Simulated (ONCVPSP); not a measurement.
**Before and after: ONCV potential for Fe**

```json
{
 "Element": "iron (Fe)",
 "Generator": "ONCVPSP 4.0.1",
 "Type": "optimised norm-conserving Vanderbilt (ONCV)",
 "Functional": "PBEsol",
 "Relativity": "scalar-relativistic",
 "Frozen core": "[Ne]",
 "Valence charge": "16",
 "Reference configuration": "3s2 3p6 3d6 (charge +2)",
 "Partial waves": "3s: rc 0.95 bohr, ncon 4, nbas 9, qcut 12.9 1/bohr, 3 projectors, debl 2.9 Ha; 3p: rc 0.95 bohr, ncon 4, nbas 9, qcut 9 1/bohr, 1 projector; 3d: rc 1.00 bohr, ncon 4, nbas 8, qcut 12.7 1/bohr, 1 projector",
 "Local potential": "polynomial inside 0.65 bohr (lpopt 3, dvloc0 2 Ha)",
 "Core correction": "none"
}
```

In the s channel the program set the typed energies aside and used -4.122, 0.250, 3.150 Ha.

Change: all radii scaled by about 1.30 (s 1.24, p 1.24, d 1.30 bohr); local potential polynomial inside 0.86 bohr (lpopt 3, dvloc0 2 Ha).

Cutoffs: the cutoffs (Ha) at which the residual kinetic energy of the hardest occupied pseudo-wave falls to 1 and 0.1 mHa per electron; they do not see the model core or the augmentation charge, which bear on the density cutoff. Errors are all-electron minus pseudo energies relative to the spin-unpolarised reference configuration.

Q: How do hardness, ghosts and transferability respond?

A: The potential gets softer (74 Ha and 146 Ha → 60 Ha and 67 Ha); of the 4 tests that both files solve, the error grows in 4 and shrinks in 0 by more than 15 % and 0.3 meV (median size 4.1 → 7.5 meV); neither file shows a bound ghost. A larger radius leaves more room for a smooth pseudo-wave, so fewer plane waves are needed. More of the atom is replaced by a form fitted at one configuration, so other configurations suffer.

| quantity | base | changed |
| --- | --- | --- |
| cutoff, loose | 74 Ha | 60 Ha |
| cutoff, tight | 146 Ha | 67 Ha |
| loose cutoff by channel | s 60 Ha, p 32 Ha, d 74 Ha | s 46 Ha, p 32 Ha, d 60 Ha |
| bound ghosts | none | none |
| GHOST(+) flags under 300 eV | none | none |
| error for 3s2 3p6 3d6 4s2, meV [ΔE -24.86 eV] | +3.5 | +5.6 |
| error for 3s2 3p6 3d6 4s1, meV [ΔE -16.12 eV] | +1.7 | +2.4 |
| error for 3s2 3p6 3d5, meV [ΔE 34.19 eV] | +4.7 | +9.5 |
| error for 3s1 3p6 3d6 4s2, meV [ΔE 76.77 eV] | -26 | -96 |
